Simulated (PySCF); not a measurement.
## Mayer bond orders and bond lengths

Species: C6H10FN3.
Atom-mapped SMILES: `[CH3:1][CH2:2][C@@H:3]([CH3:4])[n:5]1[n:6][cH:7][c:8]([F:9])[n:10]1` (hydrogens: H11, H12, H13 on C1; H14, H15 on C2; H16 on C3; H17, H18, H19 on C4; H20 on C7)

Geometry (PBE0-D3(BJ)/def2-SVP, Å), atoms numbered from 1 in this order:
```xyz
20
C6H10FN3 angstrom
C     -1.809   -1.369   -0.531
C     -1.598   -0.062    0.213
C     -0.475    0.796   -0.361
C     -0.319    2.130    0.351
N      0.786    0.064   -0.332
N      1.479   -0.185   -1.416
C      2.554   -0.841   -0.983
C      2.425   -0.946    0.408
F      3.244   -1.510    1.264
N      1.307   -0.370    0.800
H     -2.632   -1.948   -0.088
H     -0.906   -1.997   -0.495
H     -2.052   -1.195   -1.591
H     -2.520    0.544    0.192
H     -1.375   -0.255    1.275
H     -0.647    0.959   -1.435
H     -0.085    1.972    1.414
H      0.490    2.722   -0.100
H     -1.252    2.708    0.280
H      3.335   -1.193   -1.651
```

Bond orders from the PBE0/pcSseg-1 density (PySCF). One conformer (not necessarily the lowest) at the PBE0-D3(BJ)/def2-SVP geometry, without solvent, vibrations or thermal averaging.

Q: Where do the orders between heavy atoms depart from those drawn in the SMILES?

A: The largest departure is 0.329, at N10–N5 (drawn aromatic, 1.171), counting aromatic bonds as 1.5. Drawn single, order below 0.88: C3–N5 (0.825). The bonds drawn aromatic range from 1.17 to 1.49.

Q: Set the Mayer orders of the bonds beside their lengths.

A: 
```csv
bond,drawn as,length (Å),Mayer order
C1–C2,single,1.519,1.059
C2–C3,single,1.525,0.998
C3–C4,single,1.520,1.044
C3–N5,single,1.459,0.825
N5–N6,aromatic,1.311,1.264
N6–C7,aromatic,1.332,1.451
C7–C8,aromatic,1.401,1.328
C8–F9,single,1.312,1.014
C8–N10,aromatic,1.318,1.492
N10–N5,aromatic,1.319,1.171
C1–H11,single,1.100,0.965
C1–H12,single,1.101,0.961
C1–H13,single,1.102,0.964
C2–H14,single,1.102,0.946
C2–H15,single,1.102,0.937
C3–H16,single,1.100,0.929
C4–H17,single,1.100,0.953
C4–H18,single,1.099,0.960
C4–H19,single,1.100,0.959
C7–H20,single,1.087,0.965
```

By pair of heavy elements: C–C: lowest C2–C3 (0.998, 1.525 Å), highest C7–C8 (1.328, 1.401 Å). C–N: lowest C3–N5 (0.825, 1.459 Å), highest C8–N10 (1.492, 1.318 Å). N–N: lowest N10–N5 (1.171, 1.319 Å), highest N5–N6 (1.264, 1.311 Å).

Q: Sum the orders of all bonds at each heavy atom with more than one neighbour and set the sums beside the valence in the SMILES.

A: C1 3.949 (drawn 4), C2 3.940 (drawn 4), C3 3.796 (drawn 4), C4 3.916 (drawn 4), N5 3.260 (drawn 3), N6 2.715 (drawn 3), C7 3.744 (drawn 4), C8 3.834 (drawn 4), N10 2.663 (drawn 3). Orders between atoms that aren't bonded are not in these sums.

The Mayer order sums products of elements of PS (density times overlap matrix) between the two atoms' basis functions, so it depends on the basis set.

The run behind these numbers computed NMR shieldings as well. Time: 42 s; peak memory 1.0 GiB. Hardware: Arm Neoverse V2, one thread, shared host.
